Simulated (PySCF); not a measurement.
C3H8ClFSi, SMILES CCC[Si@H](F)Cl. Atoms are numbered in the order given.

```xyz
14

C     -3.4111    -0.4963     0.4124
C     -1.9647    -0.9284     0.2279
C     -1.0209     0.2412    -0.0588
Si     0.7493    -0.2683    -0.2833
F      1.2572    -1.0181     1.0637
Cl     1.9335     1.3951    -0.5523
H     -3.7944     0.0079    -0.4891
H     -3.5102     0.2091     1.2526
H     -4.0655    -1.3568     0.6188
H     -1.9034    -1.6630    -0.5945
H     -1.6181    -1.4609     1.1297
H     -1.0525     0.9816     0.7603
H     -1.3329     0.7850    -0.9688
H      0.9829    -1.1996    -1.4150
```

The structure is a stationary point at PBE0-D3(BJ)/def2-SVP. The structure was generated by enumeration; whether it is a known compound was not checked. One conformer was computed; it need not be the lowest.

Two levels are set side by side: PBE/pcSseg-1 (PySCF) and HF/pcSseg-1 (PySCF). GIAO shifts against CFCl3 (¹⁹F), HCl (³⁵Cl), TMS (²⁹Si), TMS (¹H), TMS (¹³C) at the same level; non-relativistic, no solvent, atoms listed together averaged. Without spin–orbit terms, shifts of atoms bonded to Cl or Br come out too high at both levels. Differences are taken from unrounded values.

```csv
quantity,HF,PBE,PBE minus HF
δ(¹³C) of C1 (ppm),20.8,22.1,1.3
δ(¹³C) of C2 (ppm),17.1,21.5,4.4
δ(¹³C) of C3 (ppm),20.6,28.6,8.0
δ(²⁹Si) of Si4 (ppm),8.3,23.1,14.9
δ(¹⁹F) of F5 (ppm),-133.9,-185.8,-51.9
δ(³⁵Cl) of Cl6 (ppm),8.2,80.2,72.0
δ(¹H) of H14 (ppm),5.12,5.95,0.84
```

Rough cost on one machine, each run with all the roots and properties that it gave: HF against PBE within a factor of 2.
